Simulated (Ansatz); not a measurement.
Reactions of AlFH₄OSi, SMILES `O[SiH](F)[AlH2]`.

Program: Ansatz. Geometries: PBE0-D4/def2-TZVP. ΔE: electronic, gas phase. CBS: MP2 limit from def2 TZ/QZ plus the TZ coupled-cluster correction, frozen cores. This one scheme is used for every species. Functionals use def2-TZVPP. Elements past krypton have def2 core potentials. For I outer-core shells are correlated without core-valence functions, which leaves a few kJ/mol of doubt a bond. One conformer a species, not always the lowest.

| reaction | PBE-D4 (kJ/mol) | ωB97M-V (kJ/mol) | ωB97X-V (kJ/mol) | CCSD(T)/CBS(def2) (kJ/mol) |
| --- | --- | --- | --- | --- |
| `O[SiH](F)[AlH2]` + HI → `O[SiH](F)I` + `[AlH3]` | -92 | -108 | -100 | -104 |
| `O[SiH](F)[AlH2]` + `CN[SiH2]O` → `CN([SiH2]O)[SiH](O)F` + `[AlH3]` | -74 | -101 | -93 | -96 |
| `O[SiH](F)[AlH2]` + `N=CS` → `[AlH2]/[N]=C\S` + `O[SiH2]F` | -97 | -112 | -103 | -109 |
| `O[SiH](F)[AlH2]` + `CBO` → `CBO[SiH](O)F` + `[AlH3]` | -101 | -133 | -126 | -129 |

Largest T1 diagnostic: 0.015, for `[AlH2]/[N]=C\S`.
